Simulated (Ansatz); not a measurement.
The cluster Cr3N3. Total charge 0; doublet. Geometry r2SCAN-D4/def2-SVP; atoms count from 1.

```xyz
6

Cr   -0.4162    2.0407   -0.9445
Cr    0.4122   -0.5050   -0.6368
Cr    0.3200    1.1008    1.3690
N    -0.6212    0.4332   -1.6222
N     0.0347   -2.0090    0.5663
N     0.2705   -1.0608    1.2681
```

The charge 0 doublet is spin-contaminated (final ⟨S²⟩ up to 6.35, 0.75 for a pure state). The structure comes from a short search, and lower isomers may exist.

Question: Estimate the Mulliken populations from the PBE0/def2-TZVP orbitals of Ansatz.

Answer: 
```json
{"atom": "Cr1", "charge (e)": "0.36", "spin (α − β)": "4.18", "d electrons": "4.67"}
{"atom": "Cr2", "charge (e)": "0.65", "spin (α − β)": "3.45", "d electrons": "4.76"}
{"atom": "Cr3", "charge (e)": "0.19", "spin (α − β)": "-5.28", "d electrons": "4.85"}
{"atom": "N4", "charge (e)": "-0.74", "spin (α − β)": "-0.87", "d electrons": "–"}
{"atom": "N5", "charge (e)": "-0.27", "spin (α − β)": "-0.31", "d electrons": "–"}
{"atom": "N6", "charge (e)": "-0.20", "spin (α − β)": "-0.17", "d electrons": "–"}
```
Mulliken values depend strongly on the basis.

Question: Where does the spin sit?

Answer: Summed by element: Cr 2.35, N -1.35, of 1 unpaired in all. Largest on single atoms: Cr3 -5.28, Cr1 4.18, Cr2 3.45.

Question: And the Mayer bond orders between heavy atoms (over 0.3)?

Answer: Cr1–Cr2 0.48 (2.69 Å); Cr1–Cr3 0.73 (2.60 Å); Cr1–N4 1.26 (1.76 Å); Cr2–Cr3 0.36 (2.57 Å); Cr2–N4 1.39 (1.71 Å); Cr2–N5 0.75 (1.96 Å); Cr2–N6 0.60 (1.99 Å); N5–N6 1.83 (1.20 Å).
